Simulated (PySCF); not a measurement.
**Ir³⁺ (iridium, charge +3): UHF calculation**

Configuration: [Xe] 4f14 5d6, high-spin 5D determinant. Calculation: PySCF 2.14, in cc-pVDZ-PP with ECP60MDF; a scalar-relativistic core potential.

* Total energy: -101.752909 hartree
* One-electron energy: -161.4350 hartree
* Hartree (Coulomb) energy: 68.6919 hartree
* Exchange energy: -9.0098 hartree
* ⟨S²⟩: 6.0026
* ⟨L²⟩: 6.030
* Sum of ⟨r⟩: 18.26 bohr
* Sum of ⟨r²⟩: 27.46 bohr²
* Traceless quadrupole moment −½Σ⟨3z² − r²⟩ along its main axis: 0.689 e·bohr²
* Time after the integrals: 0.07 s of wall time on 1 thread of Intel(R) Xeon(R) 6975P-C (shared host)

```json
{"shell": "5s α", "electrons": "1", "mean orbital energy (hartree)": "-5.48514", "spread (hartree)": "0", "rms radius, mean of both spins (bohr)": "1.06"}
{"shell": "5s β", "electrons": "1", "mean orbital energy (hartree)": "-5.25280", "spread (hartree)": "0", "rms radius, mean of both spins (bohr)": "1.06"}
{"shell": "5p α", "electrons": "3", "mean orbital energy (hartree)": "-3.76241", "spread (hartree)": "0.05939", "rms radius, mean of both spins (bohr)": "1.21"}
{"shell": "5p β", "electrons": "3", "mean orbital energy (hartree)": "-3.44311", "spread (hartree)": "0.03788", "rms radius, mean of both spins (bohr)": "1.21"}
{"shell": "5d α", "electrons": "5", "mean orbital energy (hartree)": "-1.64503", "spread (hartree)": "0.07062", "rms radius, mean of both spins (bohr)": "1.65"}
{"shell": "5d β", "electrons": "1", "mean orbital energy (hartree)": "-1.49118", "spread (hartree)": "0", "rms radius, mean of both spins (bohr)": "1.65"}
```

Energies and moments cover only the electrons outside the core potential. Spin-orbit coupling, absent here, splits the open shell strongly.
